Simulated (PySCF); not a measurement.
## `F[C@H]1C(C=C)=C[CH2][GeH2]1`, C$_{6}$H$_{9}$FGe

Geometry:
```json
{"atom": "C1", "x (Å)": "2.714", "y (Å)": "-0.057", "z (Å)": "-0.915"}
{"atom": "C2", "x (Å)": "1.747", "y (Å)": "-0.827", "z (Å)": "-0.430"}
{"atom": "C3", "x (Å)": "0.412", "y (Å)": "-0.382", "z (Å)": "-0.073"}
{"atom": "C4", "x (Å)": "-0.490", "y (Å)": "-1.207", "z (Å)": "0.471"}
{"atom": "C5", "x (Å)": "-1.864", "y (Å)": "-0.750", "z (Å)": "0.847"}
{"atom": "Ge6", "x (Å)": "-1.898", "y (Å)": "1.146", "z (Å)": "0.270"}
{"atom": "C7", "x (Å)": "0.012", "y (Å)": "1.054", "z (Å)": "-0.300"}
{"atom": "F8", "x (Å)": "0.763", "y (Å)": "1.902", "z (Å)": "0.514"}
{"atom": "H9", "x (Å)": "2.588", "y (Å)": "0.999", "z (Å)": "-1.078"}
{"atom": "H10", "x (Å)": "3.684", "y (Å)": "-0.460", "z (Å)": "-1.153"}
{"atom": "H11", "x (Å)": "1.931", "y (Å)": "-1.882", "z (Å)": "-0.268"}
{"atom": "H12", "x (Å)": "-0.245", "y (Å)": "-2.245", "z (Å)": "0.656"}
{"atom": "H13", "x (Å)": "-2.616", "y (Å)": "-1.367", "z (Å)": "0.352"}
{"atom": "H14", "x (Å)": "-2.017", "y (Å)": "-0.874", "z (Å)": "1.922"}
{"atom": "H15", "x (Å)": "-2.107", "y (Å)": "2.158", "z (Å)": "1.355"}
{"atom": "H16", "x (Å)": "-2.853", "y (Å)": "1.439", "z (Å)": "-0.854"}
{"atom": "H17", "x (Å)": "0.231", "y (Å)": "1.365", "z (Å)": "-1.326"}
```

Theory: PySCF, quadratic response CAM-B3LYP/def2-SVPD first hyperpolarisability, Taylor convention, gas phase. Geometry: GFN2-xTB.

The calculation is non-relativistic, which matters for the atoms heavier than Zn.

Question: Give the tensor of the static β(0;0,0) in the axes of these coordinates.

Answer: In au, Taylor convention; rows are the first index (the induced dipole):
```csv
,xx,yy,zz,xy,xz,yz
x,+83.2,+68.4,+18.6,-28.3,+33.0,-4.8
y,-28.3,-39.6,-21.5,+68.4,-4.8,-4.9
z,+33.0,-4.9,+31.2,-4.8,+18.6,-21.5
```
Norm of βᵢ = ⅓ Σⱼ (βᵢⱼⱼ + βⱼᵢⱼ + βⱼⱼᵢ): 201.1 au, hyper-Rayleigh value 78.2 au.
